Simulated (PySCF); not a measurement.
# Dipole response of Li⁻ (lithium, charge -1)

[He] 2s2, closed-shell 1S. All numbers are calculated (PySCF 2.14, the spin-free X2C one-electron Hamiltonian (Gaussian nucleus), in aug-cc-pCVTZ-DK (7s6p4d2f, 59 functions)). Coupled (time-dependent) response in atomic units; α is the mean over directions.

```
method  mean α (bohr³)  C₆ (like pair)   S(−4)
   UHF           991.2           28940  692200
```

S(−4) is the Cauchy moment in α(ω) = α(0) + S(−4) ω² + …

α(iu) at UHF:

| u (hartree) | α(iu) (bohr³) |
| --- | --- |
| 0 | 991.2 |
| 0.0500 | 379.9 |
| 0.100 | 143.5 |
| 0.200 | 43.08 |
| 0.300 | 20.27 |
| 0.500 | 7.733 |
| 0.750 | 3.604 |
| 1.00 | 2.111 |
| 1.50 | 1.014 |
| 2.00 | 0.6127 |
| 3.00 | 0.3073 |
| 5.00 | 0.1293 |

For an ion, C₆ is the dispersion term alone; charge-induced terms of lower order in 1/R come first.
